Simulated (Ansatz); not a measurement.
Basis sets compared for Al3N3H12, a cluster cut from zinc blende AlN (hydrogen-capped). Total charge 0; singlet. Geometry r2SCAN-D4/def2-SVP. Ansatz on 4 threads of Arm Neoverse V1 on a shared host; times are rough, and most runs start from earlier orbitals.

Cartesian coordinates in Å:
```
Al -1.008 1.500 0.872
Al 0.711 -1.480 1.148
Al 0.884 0.331 -1.768
N -0.652 1.317 -1.048
N 0.841 -1.377 -0.806
N -0.808 -0.317 1.582
H -2.559 1.878 1.015
H 0.134 2.411 1.506
H 0.259 -2.977 1.503
H 2.028 -0.837 1.771
H 0.543 0.007 -3.300
H 2.213 1.104 -1.354
H -1.508 1.020 -1.530
H -0.520 2.281 -1.380
H 0.149 -2.002 -1.235
H 1.736 -1.829 -1.033
H -1.685 -0.835 1.455
H -0.757 -0.193 2.602
```

Binding counts from free atoms (Al doublet, N quartet, H doublet) in the same basis, without a counterpoise term.

```tsv
level	functions	energy (Eh)	HOMO (eV)	LUMO (eV)	binding per atom (eV)	wall time
HF/STO-3G	54	-885.5311	-8.39	12.17	3.33	0.25 s
HF/6-31G	90	-896.1234	-10.87	2.70	2.16	0.65 s
LDA (SPW92)/def2-TZVP	276	-894.4530	-6.54	-1.18	3.63	2.2 s
PBE-D4/def2-SVP	156	-897.9749	-6.46	-0.62	3.28	2.1 s
PBE-D4/def2-TZVP	276	-898.4281	-6.51	-0.99	3.26	3.8 s
PBE0-D4/def2-SVP	156	-898.0780	-7.75	0.23	3.24	3 s
PBE0-D4/def2-TZVP (with forces)	276	-898.5227	-7.78	-0.19	3.22	9 s
```

Estimate the rows for LDA (SPW92)/def2-TZVPD, PBE-D4/def2-TZVPD, PBE0-D4/def2-TZVPD.


```json
{"level": "LDA (SPW92)/def2-TZVPD", "functions": "348", "energy (Eh)": "-894.4548", "HOMO (eV)": "-6.54", "LUMO (eV)": "-1.43", "binding per atom (eV)": "3.63", "wall time": "3.6 s"}
{"level": "PBE-D4/def2-TZVPD", "functions": "348", "energy (Eh)": "-898.4297", "HOMO (eV)": "-6.52", "LUMO (eV)": "-1.31", "binding per atom (eV)": "3.26", "wall time": "7 s"}
{"level": "PBE0-D4/def2-TZVPD", "functions": "348", "energy (Eh)": "-898.5241", "HOMO (eV)": "-7.78", "LUMO (eV)": "-0.61", "binding per atom (eV)": "3.22", "wall time": "11 s"}
```
